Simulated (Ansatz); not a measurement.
Wavefunction ladder for CH₉BGeSi (`[BH2][GeH2][SiH2]C`)

Z-matrix (Å, degrees):
```
Ge
Si 1 2.398
B 1 2.037 2 105.9
H 1 1.540 2 107.9 3 122.7
H 1 1.542 2 106.6 3 -121.3
C 2 1.875 1 111.2 3 63.9
H 2 1.490 1 108.3 3 -174.7
H 2 1.490 1 109.0 3 -57.9
H 3 1.195 1 120.6 2 -84.1
H 3 1.195 1 120.8 2 90.6
H 6 1.092 2 110.7 1 58.4
H 6 1.092 2 110.7 1 178.3
H 6 1.092 2 111.0 1 -61.6
```

Charge 0, multiplicity 1. Correlated methods include outer-core shells of Ge, which these sets cover unevenly. Scalar relativity is left out up to krypton. The geometry is a stationary point of PBE0-D4/def2-TZVP. It is one conformer, not always the lowest. Frozen core, restricted reference, Ansatz 0.2.0.

| basis | HF (Eh) | MP2 corr. |
| --- | --- | --- |
| def2-SVP | -2431.66200 | -0.56628 |
| def2-TZVPP | -2432.10151 | -0.67268 |
| def2-QZVPP | -2432.15543 | -0.96373 |

Problem. Estimate the CCSD correlation energy and the (T) correction in each basis where they were run (hartree).

Solution. 
```tsv
basis	CCSD corr.	(T)
def2-SVP	-0.62712	-0.01766
def2-TZVPP	-0.73236	-0.02623
```
